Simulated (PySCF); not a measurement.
**Successive ionisation energies of lead**

Calculated with PySCF 2.14, two-component X2C-1e (Gaussian nucleus, no Breit or QED terms), each ion in its own even-tempered basis; GMP2 freezes the deep shells of the larger ions and drops the highest virtual spinors; eV.

```json
{"ion": "Pb³⁶⁺", "configuration": "[Kr] 4d10", "GHF (spin-free)": "1714.5", "GHF (screened spin-orbit)": "1702.0", "GMP2 (screened spin-orbit)": "1702.4", "NIST": "1704 ± 5", "kind": "theoretical"}
{"ion": "Pb³⁷⁺", "configuration": "[Kr] 4d9", "GHF (spin-free)": "1770.1", "GHF (screened spin-orbit)": "1758.6", "GMP2 (screened spin-orbit)": "1759.0", "NIST": "1760 ± 4", "kind": "theoretical"}
{"ion": "Pb³⁸⁺", "configuration": "[Kr] 4d8", "GHF (spin-free)": "1829.9", "GHF (screened spin-orbit)": "1818.6", "GMP2 (screened spin-orbit)": "1818.9", "NIST": "1819 ± 4", "kind": "theoretical"}
{"ion": "Pb³⁹⁺", "configuration": "[Kr] 4d7", "GHF (spin-free)": "1890.7", "GHF (screened spin-orbit)": "1882.9", "GMP2 (screened spin-orbit)": "1882.9", "NIST": "1884 ± 4", "kind": "theoretical"}
{"ion": "Pb⁴⁰⁺", "configuration": "[Kr] 4d6", "GHF (spin-free)": "1948.4", "GHF (screened spin-orbit)": "1944.3", "GMP2 (screened spin-orbit)": "1944.1", "NIST": "1945 ± 4", "kind": "theoretical"}
{"ion": "Pb⁴¹⁺", "configuration": "[Kr] 4d5", "GHF (spin-free)": "2028.3", "GHF (screened spin-orbit)": "2004.6", "GMP2 (screened spin-orbit)": "2004.5", "NIST": "2004 ± 4", "kind": "theoretical"}
{"ion": "Pb⁴²⁺", "configuration": "[Kr] 4d4", "GHF (spin-free)": "2087.6", "GHF (screened spin-orbit)": "2102.3", "GMP2 (screened spin-orbit)": "2102.8", "NIST": "2101 ± 4", "kind": "theoretical"}
{"ion": "Pb⁴³⁺", "configuration": "[Kr] 4d3", "GHF (spin-free)": "2150.6", "GHF (screened spin-orbit)": "2164.2", "GMP2 (screened spin-orbit)": "2164.7", "NIST": "2163 ± 4", "kind": "theoretical"}
{"ion": "Pb⁴⁴⁺", "configuration": "[Kr] 4d2", "GHF (spin-free)": "2214.2", "GHF (screened spin-orbit)": "2232.0", "GMP2 (screened spin-orbit)": "2232.0", "NIST": "2230 ± 4", "kind": "theoretical"}
{"ion": "Pb⁴⁵⁺", "configuration": "[Kr] 4d1", "GHF (spin-free)": "2274.5", "GHF (screened spin-orbit)": "2294.5", "GMP2 (screened spin-orbit)": "2294.5", "NIST": "2292 ± 4", "kind": "theoretical"}
{"ion": "Pb⁴⁶⁺", "configuration": "[Kr]", "GHF (spin-free)": "2582.8", "GHF (screened spin-orbit)": "2536.0", "GMP2 (screened spin-orbit)": "2537.3", "NIST": "2543 ± 4", "kind": "theoretical"}
{"ion": "Pb⁴⁷⁺", "configuration": "[Ar] 3d10 4s2 4p5", "GHF (spin-free)": "2642.4", "GHF (screened spin-orbit)": "2597.3", "GMP2 (screened spin-orbit)": "2598.7", "NIST": "2605 ± 4", "kind": "theoretical"}
```
